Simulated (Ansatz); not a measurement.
Relaxation of the cluster HfZrO4 with RKS PBE0-D4/def2-SVP.

```sh
$ ansatz run in.yaml --threads 4 --pin off --events-out ev --progress --plain --max-ram 8704MiB
```

```yaml
crystal:
  periodic: [false, false, false]
  atoms:
    - {symbol: Hf, position_ang: [-1.408120, -0.283230, 1.780980]}
    - {symbol: Zr, position_ang: [0.391290, 0.391990, -0.529290]}
    - {symbol: O, position_ang: [1.216610, 1.427580, -1.696120]}
    - {symbol: O, position_ang: [0.856760, -1.324420, 0.223690]}
    - {symbol: O, position_ang: [-0.265250, -1.416950, -0.680530]}
    - {symbol: O, position_ang: [-0.791300, 1.205030, 0.901280]}
basis:
  gaussian: {orbitals: def2-SVP}
hamiltonian: {xc: pbe0, dispersion: d4}
scf: {lower_state_search: "off"}
output: {orbitals: {seedname: orbitals}}
relax: {f_tol: 0.02, max_steps: 100}
```

It took 42 s on 4 threads of Arm Neoverse V1 on a shared host.

Positions (Å) and forces (eV/Å) at steps 1, 2, 3, 4, 5, 6, 7, 8, 9, 10, 11, 12, 13, 14, 15, 16, 17, 18, 19, 20 of 20:

```xyz
6
step=1 energy=-10759.5578 eV
Hf   -1.408   -0.283    1.781    0.359    0.077   -0.405
Zr    0.391    0.392   -0.529    1.512    4.740   -2.411
O     1.217    1.428   -1.696    0.425   -0.059   -0.517
O     0.857   -1.324    0.224    0.329   -2.163    1.396
O    -0.265   -1.417   -0.681   -1.217   -2.252    0.171
O    -0.791    1.205    0.901   -1.408   -0.343    1.767
6
step=2 energy=-10760.4628 eV
Hf   -1.344   -0.444    1.733    0.741   -0.406   -0.868
Zr    0.430    0.518   -0.592    0.819    1.780   -1.215
O     1.342    1.401   -1.843   -0.406   -0.599    0.585
O     0.779   -1.270    0.314   -0.293   -0.152    0.868
O    -0.347   -1.360   -0.589   -0.765   -0.185    0.485
O    -0.859    1.156    0.977   -0.095   -0.439    0.145
6
step=3 energy=-10760.9675 eV
Hf   -1.240   -0.560    1.616    0.559   -0.974   -0.594
Zr    0.447    0.578   -0.619    0.504    1.315   -0.774
O     1.388    1.389   -1.899   -0.657   -0.680    0.909
O     0.703   -1.223    0.405   -0.347    0.139    0.660
O    -0.425   -1.313   -0.499   -0.578    0.128    0.469
O    -0.874    1.129    0.996    0.518    0.072   -0.671
6
step=4 energy=-10761.1054 eV
Hf   -1.148   -0.695    1.517   -0.676    1.433    0.701
Zr    0.457    0.627   -0.636   -0.125    0.873    0.078
O     1.407    1.380   -1.921   -0.380   -0.223    0.505
O     0.633   -1.179    0.490    0.614   -0.308   -0.188
O    -0.497   -1.268   -0.416    0.062   -0.335   -0.587
O    -0.853    1.135    0.967    0.506   -1.440   -0.509
6
step=5 energy=-10761.2039 eV
Hf   -1.186   -0.652    1.562    0.015   -0.463    0.023
Zr    0.459    0.642   -0.635   -0.045   -0.403    0.109
O     1.402    1.385   -1.916   -0.047    0.131    0.040
O     0.645   -1.176    0.477    0.102   -0.028    0.037
O    -0.489   -1.262   -0.429   -0.057   -0.041   -0.085
O    -0.831    1.063    0.942    0.032    0.804   -0.123
6
step=6 energy=-10761.2245 eV
Hf   -1.175   -0.632    1.545   -0.030   -0.178    0.050
Zr    0.454    0.617   -0.624    0.108    0.112   -0.141
O     1.380    1.401   -1.893   -0.053    0.064    0.055
O     0.652   -1.205    0.471   -0.034   -0.016    0.121
O    -0.482   -1.290   -0.435   -0.106   -0.015    0.064
O    -0.830    1.108    0.936    0.115    0.034   -0.149
6
step=7 energy=-10761.2338 eV
Hf   -1.188   -0.614    1.520   -0.179   -0.405    0.257
Zr    0.503    0.599   -0.617   -0.045   -0.095    0.282
O     1.322    1.459   -1.901    0.075    0.129   -0.186
O     0.623   -1.254    0.521    0.129    0.075    0.046
O    -0.469   -1.299   -0.433   -0.151    0.003   -0.109
O    -0.791    1.110    0.909    0.171    0.293   -0.290
6
step=8 energy=-10761.2458 eV
Hf   -1.206   -0.610    1.506   -0.092   -0.052    0.097
Zr    0.575    0.579   -0.596    0.023    0.200   -0.004
O     1.258    1.521   -1.920   -0.203   -0.287    0.274
O     0.592   -1.302    0.570    0.182    0.035    0.047
O    -0.464   -1.298   -0.426   -0.068    0.105   -0.205
O    -0.754    1.110    0.865    0.158   -0.001   -0.209
6
step=9 energy=-10761.2792 eV
Hf   -1.233   -0.617    1.485    0.062    0.056   -0.132
Zr    0.654    0.597   -0.514    0.207    0.110   -0.195
O     1.170    1.468   -1.952   -0.135   -0.131    0.121
O     0.579   -1.325    0.589   -0.076   -0.044    0.056
O    -0.427   -1.230   -0.468    0.038    0.047    0.014
O    -0.743    1.107    0.861   -0.097   -0.039    0.135
6
step=10 energy=-10761.2270 eV rejected
Hf   -1.301   -0.617    1.405    0.343    0.199   -0.311
Zr    0.805    0.615   -0.404   -0.128    0.783   -2.056
O     0.990    1.423   -2.012   -0.247   -1.111    2.218
O     0.535   -1.383    0.663   -0.543    0.350   -0.448
O    -0.346   -1.146   -0.524    0.500    0.026    0.515
O    -0.683    1.109    0.872    0.074   -0.246    0.081
6
step=11 energy=-10761.3045 eV
Hf   -1.270   -0.619    1.433   -0.008    0.124    0.019
Zr    0.719    0.603   -0.478    0.082    0.190    0.094
O     1.080    1.439   -1.977   -0.103   -0.095    0.067
O     0.551   -1.346    0.634   -0.046   -0.028   -0.073
O    -0.373   -1.188   -0.496    0.034   -0.071   -0.028
O    -0.707    1.110    0.885    0.040   -0.120   -0.078
6
step=12 energy=-10761.3151 eV
Hf   -1.286   -0.609    1.405    0.015   -0.032   -0.065
Zr    0.796    0.616   -0.422   -0.135    0.215   -0.454
O     0.989    1.406   -1.987   -0.099   -0.327    0.621
O     0.523   -1.377    0.657   -0.138    0.154   -0.160
O    -0.330   -1.145   -0.526    0.173   -0.036    0.115
O    -0.692    1.108    0.873    0.183    0.026   -0.057
6
step=13 energy=-10761.3179 eV
Hf   -1.313   -0.616    1.381    0.130    0.041   -0.135
Zr    0.819    0.627   -0.410   -0.231   -0.033   -0.129
O     0.960    1.378   -1.989   -0.035   -0.121    0.278
O     0.521   -1.352    0.654    0.091   -0.107    0.091
O    -0.320   -1.129   -0.524    0.024    0.000   -0.130
O    -0.667    1.093    0.888    0.022    0.220    0.026
6
step=14 energy=-10761.3181 eV
Hf   -1.317   -0.605    1.379    0.121   -0.020   -0.117
Zr    0.813    0.621   -0.423   -0.033    0.001   -0.234
O     0.945    1.406   -1.990   -0.062   -0.177    0.383
O     0.496   -1.376    0.678    0.196   -0.007    0.226
O    -0.288   -1.143   -0.528   -0.186    0.002   -0.280
O    -0.650    1.098    0.884   -0.035    0.201    0.022
6
step=15 energy=-10761.3201 eV
Hf   -1.310   -0.600    1.343   -0.152   -0.038    0.147
Zr    0.812    0.620   -0.392    0.134    0.117   -0.177
O     0.929    1.361   -1.971    0.015    0.021   -0.005
O     0.526   -1.358    0.651    0.084   -0.149    0.120
O    -0.303   -1.148   -0.536   -0.052    0.158   -0.021
O    -0.654    1.125    0.904   -0.029   -0.108   -0.065
6
step=16 energy=-10761.3229 eV
Hf   -1.309   -0.601    1.358    0.023   -0.043    0.030
Zr    0.819    0.622   -0.409   -0.051   -0.095    0.156
O     0.937    1.386   -1.974   -0.001    0.027   -0.060
O     0.527   -1.389    0.663   -0.101    0.188   -0.056
O    -0.310   -1.133   -0.517    0.055   -0.112   -0.064
O    -0.663    1.115    0.879    0.076    0.034   -0.006
6
step=17 energy=-10761.3265 eV
Hf   -1.311   -0.603    1.361    0.064    0.068   -0.036
Zr    0.817    0.618   -0.407   -0.023    0.005   -0.033
O     0.934    1.385   -1.975   -0.004   -0.022    0.052
O     0.515   -1.375    0.667   -0.009    0.022    0.040
O    -0.300   -1.142   -0.531   -0.017    0.024   -0.025
O    -0.655    1.117    0.885   -0.011   -0.097    0.002
6
step=18 energy=-10761.3266 eV
Hf   -1.312   -0.602    1.362    0.071    0.063   -0.043
Zr    0.818    0.618   -0.406   -0.014    0.021   -0.028
O     0.932    1.383   -1.975   -0.003   -0.016    0.048
O     0.514   -1.375    0.667   -0.021    0.023    0.033
O    -0.297   -1.140   -0.534   -0.024    0.003   -0.010
O    -0.655    1.116    0.887   -0.009   -0.094   -0.001
6
step=19 energy=-10761.3254 eV rejected
Hf   -1.307   -0.599    1.360   -0.186   -0.171    0.137
Zr    0.817    0.616   -0.408    0.061    0.043   -0.083
O     0.930    1.386   -1.975   -0.008   -0.019    0.049
O     0.506   -1.371    0.673    0.104   -0.067    0.013
O    -0.294   -1.142   -0.536   -0.016   -0.006   -0.069
O    -0.653    1.108    0.886    0.046    0.220   -0.048
6
step=20 energy=-10761.3270 eV
Hf   -1.310   -0.601    1.363    0.012    0.006   -0.008
Zr    0.819    0.617   -0.408    0.001    0.004   -0.012
O     0.930    1.387   -1.974   -0.001   -0.003    0.011
O     0.510   -1.375    0.671   -0.004    0.002    0.009
O    -0.296   -1.142   -0.535   -0.005    0.000   -0.003
O    -0.654    1.114    0.883   -0.004   -0.010    0.003
```

In the def2 sets Hf, Zr take a core potential; there is no spin–orbit coupling. The structure holds one bond between oxygen atoms, so isomers without such links may lie far lower. The restricted singlet is unstable towards broken spin symmetry in Hartree–Fock (as tested in another run); at PBE0-D4/def2-SVP this wasn't settled. Another isomer (singlet) lies 4.61 eV lower at PBE0-D4/def2-TZVP; other spin states weren't run for this one.
